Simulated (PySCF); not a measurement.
# Frontier orbitals and the lowest excitations

Species: Si(SH)Cl3.
Cartesian coordinates in Å at the PBE0-D3(BJ)/def2-SVP level; atoms count from 1:
```xyz
6
Cl3HSSi angstrom
Si     0.192   -0.010   -0.373
S      0.291    0.027    1.738
H     -1.054    0.049    1.884
Cl     2.122   -0.021   -1.031
Cl    -0.775    1.624   -1.136
Cl    -0.776   -1.669   -1.082
```

Computed, not measured: TDDFT B3LYP/def2-SVPD, vertical, gas phase, core orbitals frozen in the response in PySCF 2.14.0, density-fitted response routines.

Frontier orbitals with the atoms that hold most of them (Löwdin shares over 4%, at most four atoms; ? is withheld):

| orbital | ε (eV) | atoms |
| --- | --- | --- |
| LUMO+2 | -0.10 | Si1 26%, S2 21%, Cl4 20%, Cl5 14% |
| LUMO+1 | -0.63 | S2 38%, H3 26%, Si1 14%, Cl4 12% |
| LUMO | -1.24 | S2 25%, Cl6 20%, Cl5 20%, Si1 20% |
| HOMO | ? | ? |
| HOMO-1 | -9.19 | ? |
| HOMO-2 | -9.44 | Cl5 30%, Cl6 29%, S2 27%, Cl4 6% |
| HOMO-3 | -9.60 | Cl4 64%, S2 10%, Cl5 9%, Cl6 9% |

**Question.** Which atoms hold the HOMO, and with what shares?

**Answer.** S2 (bonded to Si and H) 74%; Cl6 (bonded to Si) 7%; Cl5 (bonded to Si) 7%; H3 (bonded to S) 6%. By element: sulfur 74%, chlorine 14% or more, hydrogen 6%.

**Question.** Give the leading atoms of the HOMO-1.

**Answer.** Cl6 (bonded to Si) 36%; Cl5 (bonded to Si) 36%; Cl4 (bonded to Si) 28%.

**Question.** What is the HOMO energy, and the HOMO–LUMO gap?

**Answer.** ε(HOMO) = -8.05 eV; the gap is 6.81 eV (0.2502 hartree).

**Question.** The HOMO–LUMO gap is 6.81 eV. Where does the response calculation put the lowest singlet, and from which orbitals?

**Answer.** S1 is at 5.68 eV (f = 0.0061), 1.13 eV below the gap, made of HOMO→LUMO (91%). 

**Question.** One configuration dominates each of S1, S2 and S4. Which, and how do the shares of the two leading atoms of either orbital change from the occupied to the empty one?

**Answer.** 
- S1 (5.68 eV, f 0.0061), HOMO→LUMO (91%): S2 74% → 25%, Cl6 7% → 20%
- S2 (6.27 eV, f 0.0090), HOMO→LUMO+1 (91%): S2 74% → 38%, Cl6 7% → at most 9%, H3 6% → 26%
- S4 (6.91 eV, f 0.0026), HOMO-1→LUMO (97%): Cl6 36% → 20%, Cl5 36% → 20%, S2 at most 1% → 25%
